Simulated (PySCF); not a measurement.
C₂H₆GeO, SMILES C=[CH][GeH2][OH]. Atoms are numbered in the order given.

```xyz
10

Ge     0.3107    -0.2541    -0.3812
O      1.7269    -0.2037     0.7076
C     -1.1062     0.9205     0.2270
C     -2.2409     0.4467     0.7502
H     -0.1684    -1.7099    -0.3034
H      0.7619     0.1378    -1.8067
H      2.1785     0.6462     0.6941
H     -0.9793     2.0069     0.1360
H     -2.4197    -0.6290     0.8641
H     -3.0470     1.1068     1.0908
```
Charge 0, spin multiplicity 1.

Geometry: PBE0-D3(BJ)/def2-SVP. One conformer was computed; it need not be the lowest.

The numbers are results of PySCF with TDA-CAM-B3LYP/def2-SVPD, not measurements.

Vertical excitations. The molecule is in vacuum.

```json
[
 {"state": "S1", "energy (eV)": "6.25", "λ (nm)": "198", "f": "0.001", "main pairs": "HOMO−1→LUMO 87 %"},
 {"state": "S2", "energy (eV)": "7.13", "λ (nm)": "174", "f": "0.013", "main pairs": "HOMO−2→LUMO 41 %, HOMO−1→LUMO+1 24 %, HOMO−1→LUMO+2 16 %, HOMO−3→LUMO 8 %"},
 {"state": "S3", "energy (eV)": "7.31", "λ (nm)": "170", "f": "0.356", "main pairs": "HOMO→LUMO 77 %"},
 {"state": "S4", "energy (eV)": "7.75", "λ (nm)": "160", "f": "0.049", "main pairs": "HOMO→LUMO+1 49 %, HOMO→LUMO+3 17 %, HOMO→LUMO+2 15 %, HOMO−2→LUMO 10 %"},
 {"state": "S5", "energy (eV)": "7.79", "λ (nm)": "159", "f": "0.038", "main pairs": "HOMO−2→LUMO 38 %, HOMO−1→LUMO+1 29 %, HOMO→LUMO 7 %"},
 {"state": "S6", "energy (eV)": "8.09", "λ (nm)": "153", "f": "0.014", "main pairs": "HOMO−1→LUMO+1 34 %, HOMO−1→LUMO+2 31 %, HOMO−3→LUMO 6 %, HOMO→LUMO+2 5 %"},
 {"state": "S7", "energy (eV)": "8.16", "λ (nm)": "152", "f": "0.186", "main pairs": "HOMO→LUMO+2 41 %, HOMO→LUMO+1 22 %, HOMO−1→LUMO+2 12 %"},
 {"state": "S8", "energy (eV)": "8.43", "λ (nm)": "147", "f": "0.014", "main pairs": "HOMO−3→LUMO 48 %, HOMO−1→LUMO+2 13 %, HOMO−1→LUMO+5 8 %"},
 {"state": "S9", "energy (eV)": "8.48", "λ (nm)": "146", "f": "0.014", "main pairs": "HOMO→LUMO+3 23 %, HOMO−2→LUMO+1 22 %, HOMO→LUMO+2 17 %, HOMO−3→LUMO 7 %"},
 {"state": "S10", "energy (eV)": "8.51", "λ (nm)": "146", "f": "0.029", "main pairs": "HOMO→LUMO+3 21 %, HOMO−2→LUMO+1 19 %, HOMO−4→LUMO 12 %, HOMO→LUMO+1 8 %"},
 {"state": "T1", "energy (eV)": "4.25", "λ (nm)": "292", "f": "0", "main pairs": "HOMO→LUMO 70 %, HOMO→LUMO+1 11 %"},
 {"state": "T2", "energy (eV)": "5.79", "λ (nm)": "214", "f": "0", "main pairs": "HOMO−1→LUMO 80 %"},
 {"state": "T3", "energy (eV)": "6.63", "λ (nm)": "187", "f": "0", "main pairs": "HOMO−2→LUMO 32 %, HOMO−1→LUMO+2 22 %, HOMO−1→LUMO+1 18 %, HOMO−3→LUMO 11 %"},
 {"state": "T4", "energy (eV)": "7.19", "λ (nm)": "173", "f": "0", "main pairs": "HOMO−2→LUMO 27 %, HOMO→LUMO+2 15 %, HOMO→LUMO 12 %, HOMO−3→LUMO 11 %"}
]
```
Triplets are in the Tamm–Dancoff approximation.
